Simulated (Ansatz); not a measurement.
Frontier orbitals of H$_{5}$NO$_{2}$SSi, SMILES `N[Si](O)(O)S`.

Cartesian coordinates in Å:
```
N -0.6650 -0.3134 -1.2778
Si -0.0105 0.1847 0.2075
O -0.4403 -1.0385 1.2100
O -0.5662 1.6611 0.6391
S 2.0905 0.5554 0.3004
H -0.4754 0.1915 -2.1268
H -0.8311 -1.2919 -1.4446
H 0.0048 -1.0571 2.0586
H -1.5087 1.7996 0.5256
H 2.4019 -0.6913 -0.0920
```

The species carries charge 0 and has multiplicity 1. The geometry is a stationary point of PBE0-D4/def2-TZVP. It is one conformer, not always the lowest. Basis def2-TZVPP, the Gaussian-basis code of Ansatz.

Orbital energies of one run (eV). Highest occupied ones, from the top: -5.81, -6.49, -7.40, -7.67, -8.19, -9.10, -9.42, -9.89, -10.92, -12.03, -13.07, -13.96, -17.86, -21.17. Empty: -0.31, 0.18, 0.68, 0.81, 1.46, 1.97.

Q: Which functional gave them?
A. LC-ωPBE
B. revPBE
C. B3LYP
D. B97M-V

A: B. HOMO energies: revPBE -5.81, B3LYP -6.93, LC-ωPBE -9.96, B97M-V -6.25 eV.

B3LYP here is the variant with VWN-RPA as its local correlation; programs differ in this. LC-ωPBE has ω = 0.4 bohr⁻¹.
